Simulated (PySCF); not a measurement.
## MCa cations for M along the fifth-period p block

r²SCAN with double-zeta basis sets in PySCF, for the lowest determinant that a PBE0 search found; no spin–orbit coupling. De refers to high-spin ground-configuration atoms (the charge goes to the atom of lower measured ionisation energy or higher electron affinity, which is not always the lowest computed limit). A positive dipole points towards Ca; it is taken about the centre of mass and depends on that origin.

```json
{"M": "In", "basis": "def2-SVP", "charged atom": "In+", "state (unpaired electrons)": "singlet (closed shell)", "Re (Å)": "3.618", "ωe (cm⁻¹)": "112", "De (eV)": "1.40", "μ (D)": "7.43"}
{"M": "Sb", "basis": "def2-SVP", "charged atom": "Ca+", "state (unpaired electrons)": "triplet (π ↑↑)", "Re (Å)": "2.961", "ωe (cm⁻¹)": "219", "De (eV)": "1.56", "μ (D)": "12.74"}
{"M": "Te", "basis": "def2-SVP", "charged atom": "Ca+", "state (unpaired electrons)": "doublet (π ↑)", "Re (Å)": "2.806", "ωe (cm⁻¹)": "264", "De (eV)": "2.48", "μ (D)": "13.89"}
{"M": "I", "basis": "def2-SVP", "charged atom": "Ca+", "state (unpaired electrons)": "singlet (closed shell)", "Re (Å)": "2.697", "ωe (cm⁻¹)": "295", "De (eV)": "3.52", "μ (D)": "14.32"}
```

Q: By what factor does the harmonic wavenumber vary along the series?

A: At r²SCAN it runs from 112 cm⁻¹ (CaIn⁺) to 295 cm⁻¹ (CaI⁺), a factor of 2.63.

The state changes along the series, so neighbouring rows are not always alike in their bonding.

Closed-shell solutions of metal pairs were not tested for spin polarisation, which can lower them a little. Spin–orbit coupling is left out, which matters for elements this heavy, above all for dissociation energies. For an ion De counts to the pair picked by the measured ionisation energies or electron affinities, which need not be the lowest pair at this level. States were picked by a PBE0 search and need not be the measured ground states.
